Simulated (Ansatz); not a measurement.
Basis-set extrapolation for CH₈O₂Si₂ (`O[SiH2]C[SiH2]O`) (PBE0-D4/def2-TZVP geometry, frozen core, Ansatz 0.2.0). Multiplicity 1, RHF reference.

```
                      def2-TZVPP   def2-QZVPP
                 HF  -770.342788  -770.370671
    MP2 correlation    -0.910172    -0.980142
CCSD(T) correlation    -0.990750      not run
```

Energies in hartree. Use E(X) = E(∞) + A·exp(−7.88·√X) for Hartree–Fock and E(X) = E(∞) + B·X^(−2.97) for correlation, with X = 3 and 4, and add CCSD(T) minus MP2 of the smaller set to the MP2 limit.

**Question.** What is the CCSD(T) energy at the basis-set limit?

**Answer.** HF limit: -770.370671 + (-0.027883) × 0.13774 = -770.37451. MP2 limit: -0.980142 + (-0.069970) × 0.74074 = -1.03197. Higher-order term: -0.990750 − (-0.910172) = -0.08058. Total: -771.48706 hartree, 96.3 kcal/mol below CCSD(T)/def2-TZVPP.
